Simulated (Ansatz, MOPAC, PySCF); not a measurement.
Noncovalent pair: HF (SMILES F) (first 2 atoms) with CH4O (SMILES CO); geometry from B3LYP-D3(BJ)/def2-TZVP, rigid monomers moved along the line of their centres of mass till H2···O4 is 1.48 Å.
(charge 0, multiplicity 1):
```xyz
8

F      0.085     0.013     0.236
H     -0.216    -0.060     1.134
C      0.522     0.391     3.349
O     -0.547    -0.168     2.575
H      0.250     0.444     4.405
H      0.681     1.398     2.971
H      1.444    -0.183     3.230
H     -0.722    -1.068     2.871
```

Monomers are frozen at their geometry in the pair; levels with a basis set take the counterpoise correction. Rows marked so take none.

Frozen-core correlation. CBS(a, b) extrapolates the correlation energy as X⁻³ and adds the Hartree–Fock energy of set b. Rows in 6-311+G**, 6-31G*, STO-3G carry no dispersion term and start afresh at each structure (6-31G* with six Cartesian d functions). MP2/6-31G* freezes PySCF's default core. The state that PM3, PM6 reach isn't checked.

Codes used: Ansatz (Gaussian orbitals); MOPAC for PM3, PM6 (differences of heats of formation); PySCF for 6-311+G** rows, 6-31G* rows, STO-3G rows, the dispersion terms. Values without a source in brackets are computed.

Other levels give for the interaction energy: PBE/def2-TZVPPD -9.32; B3LYP/def2-TZVPPD -8.84; B3LYP-D3(BJ)/def2-TZVPPD -9.87; wB97M-V/def2-TZVPPD -9.29; MP2/CBS(aug-cc-pVDZ, aug-cc-pVTZ) + ΔCCSD(T)/aug-cc-pVDZ -8.85 kcal/mol.

Common cheap choices:

| level | interaction energy (kcal/mol) | less -8.85 (MP2/CBS(aug-cc-pVDZ, aug-cc-pVTZ) + ΔCCSD(T)/aug-cc-pVDZ) |
|---|---|---|
| PM3 | 4.98 | 13.82 |
| PM6 | -2.43 | 6.42 |
| HF/STO-3G (no counterpoise) | -5.12 | 3.73 |
| BP86/6-31G* (no counterpoise) | -9.65 | -0.81 |
| B3LYP/6-31G* | -7.25 | 1.60 |
| B3LYP/6-311+G** (no counterpoise) | -10.21 | -1.36 |
| M06-2X/6-31G* (no counterpoise) | -10.64 | -1.80 |
| MP2/6-31G* (no counterpoise) | -9.73 | -0.88 |

Ansatz is an electronic-structure program.
